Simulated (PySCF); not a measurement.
Start geometry of `O=CC1=CC=C([O-])[SiH2]1` from GFN2-xTB (Å):
```
atom  x, y, z in Å
O1    -2.9787    0.2978   -0.8731
C2    -2.0708    0.7596   -0.1719
C3    -0.7591    0.2941   -0.0497
C4     0.1925    0.9005    0.7814
C5     1.4653    0.3787    0.8404
C6     1.7092   -0.7633    0.0279
O7     2.7847   -1.3758   -0.0611
Si8    0.0505   -1.1571   -0.8923
H9    -2.2971    1.6655    0.4558
H10   -0.0768    1.7738    1.3724
H11    2.2400    0.8076    1.4647
H12   -0.4645   -2.4946   -0.5575
H13    0.2005   -1.0862   -2.3547
```

Question: What comes out of this run: PBE0-D3(BJ)/def2-SVP geometry optimisation, gas phase (PySCF 2.14.0)?

Answer: 
```
atom  x, y, z in Å
O1    -3.0892    0.6981   -0.3266
C2    -2.1636    1.1289    0.3580
C3    -0.8376    0.6357    0.4634
C4     0.1341    1.2313    1.2939
C5     1.4342    0.7307    1.3820
C6     1.7176   -0.4286    0.5729
O7     2.7809   -1.0416    0.4840
Si8    0.0156   -0.7924   -0.3451
H9    -2.3439    2.0411    1.0097
H10   -0.1493    2.1168    1.8864
H11    2.2043    1.1771    2.0198
H12   -0.5196   -2.1626   -0.0321
H13    0.1510   -0.7379   -1.8420
```

The energy falls by 2.3 kcal/mol over 6 energy and gradient evaluations, the largest force component goes from 0.0245 to 2.2e-04 Eh/bohr, and the atoms move by 0.041 Å rms after alignment. Among the bonds, Si8–H12 and Si8–H13 change most and about equally (+0.032 Å). Bonds longer at the end by more than 0.005 Å: 10 of 13; shorter: 3. Among the angles that change most is C3–Si8–C6, from 89.9° to 93.0°. Rotational constants go from 4241, 1151, 914.6 to 4333, 1104, 889.1 MHz. The orientation of the end geometry is arbitrary; only internal coordinates are fixed.

The run used 141 basis functions and 48 SCF cycles in all.

PBE0-D3(BJ)/def2-SVP frequencies: not computed here.

One conformer stands for the species.
